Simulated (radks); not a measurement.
The numbers below are computed, except where a source is named.
Q: Spherical quantum dot in the effective-mass picture: electrons in a parabolic well V = omega^2 r^2 / 2 with omega = 0.0568, all in effective atomic units (hartree* = m*/eps^2 hartree, bohr* = eps/m* bohr), one dielectric constant everywhere. Level of theory: non-relativistic Kohn-Sham, LDA (Slater exchange, Perdew-Wang correlation), spin-polarised, spherical densities (a radial shooting solver with Libxc functionals). Levels are named by radial order and angular momentum (1s, 1p, 1d, 2s, ...), and open shells are averaged over m. At N = 7 the configuration is 1s2 1p(up 3, down 2). Does electron 8 go into 1d down or 1p down or 1d up?

A: Into 1p down. The total energies of the other choices lie higher by 0.0191 hartree* (1d up), 0.0221 hartree* (1d down).
